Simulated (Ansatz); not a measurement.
## A ladder of methods for NBrO (nitrosyl bromide)

The species is NBrO (3 atoms), meant as a singlet with charge 0. SMILES: `O=NBr`. The coordinates come from a PBE0-D4/def2-TZVP relaxation.

```xyz
3

O     0.9418   -0.6468    0.4485
N    -0.0449   -0.6365   -0.0929
Br   -0.8968    1.2833   -0.3556
```

Quantity: the atomisation enthalpy at 298 K, in kJ/mol. The values are calculated. The thermal term (zero-point and 298 K enthalpy, harmonic and unscaled) is that of PBE0-D4/def2-TZVP; the spin-orbit lowering of the free atoms at 298 K, 15.1 kJ/mol by their spectra, is taken off.

Measured value to compare with: NIST-JANAF tables gives the atomisation enthalpy at 298 K of the gas as 751 kJ/mol.

```json
{"level": "PBE/STO-3G", "kind": "GGA", "program": "Ansatz", "value (kJ/mol)": "785", "computed − measured": "+34", "CPU time (all runs)": "2.4 s"}
{"level": "revPBE/STO-3G", "kind": "GGA", "program": "Ansatz", "value (kJ/mol)": "731", "computed − measured": "-20", "CPU time (all runs)": "2.2 s"}
{"level": "r2SCAN/STO-3G", "kind": "meta-GGA", "program": "Ansatz", "value (kJ/mol)": "661", "computed − measured": "-90", "CPU time (all runs)": "7.3 s"}
{"level": "CAM-B3LYP/STO-3G", "kind": "range-separated hybrid", "program": "Ansatz", "value (kJ/mol)": "597", "computed − measured": "-154", "CPU time (all runs)": "3.1 s"}
{"level": "B2PLYP/STO-3G", "kind": "double hybrid", "program": "Ansatz", "value (kJ/mol)": "506", "computed − measured": "-245", "CPU time (all runs)": "3.4 s"}
{"level": "CCSD(T)/STO-3G", "kind": "coupled cluster or CI", "program": "Ansatz", "value (kJ/mol)": "386", "computed − measured": "-365", "CPU time (all runs)": "0.97 s"}
{"level": "CCSDT/STO-3G", "kind": "coupled cluster or CI", "program": "Ansatz", "value (kJ/mol)": "391", "computed − measured": "-360", "CPU time (all runs)": "1.9 s"}
{"level": "CCSDTQ/STO-3G", "kind": "coupled cluster or CI", "program": "Ansatz", "value (kJ/mol)": "393", "computed − measured": "-358", "CPU time (all runs)": "72 s"}
{"level": "FCI/STO-3G", "kind": "exact in the basis", "program": "Ansatz", "value (kJ/mol)": "393", "computed − measured": "-358", "CPU time (all runs)": "1.2 s"}
```

Nearest: revPBE/STO-3G (-20 kJ/mol); farthest: CCSD(T)/STO-3G (-365 kJ/mol). Wave-function methods converge slowly with the basis and bind too weakly in sets of this size; that is part of their error here. All-electron rows without a relativistic Hamiltonian named are non-relativistic. All rows use very small basis sets, so even the best lies far from the true value. In the correlated wave-function rows the outer d shell of Br is correlated, in sets not made for it. Times are those of the runs behind each value, whatever else they computed, on shared processors of several kinds: orders of magnitude only.
